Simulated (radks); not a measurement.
Results of a calculation; reference values are marked as such.
Problem. Coulomb parameter of the 5d shell of the gold ion Au2+ in the model configuration [Xe] 4f14 5d7.5 6s1.5, as a second difference U = [E(n + 0.5) + E(n - 0.5) - 2 E(n)] / (0.5)^2 with all orbitals relaxed. "Bare": the charge of the atom changes with n. "Screened": the 6s shell takes up the change at fixed total charge, which measures U(5d,5d) + U(6s,6s) - 2 U(5d,6s). Code: a radial shooting solver on a logarithmic mesh with Libxc functionals. Model: scalar-relativistic Kohn-Sham, LDA (Slater exchange, Perdew-Wang correlation), spin-unpolarised, spherical densities, point nucleus. Estimate both.

Solution. U(bare) = 13.130 eV, U(screened by 6s) = 1.420 eV, against the Slater integral F0(5d,5d) = 17.005 eV with frozen orbitals.
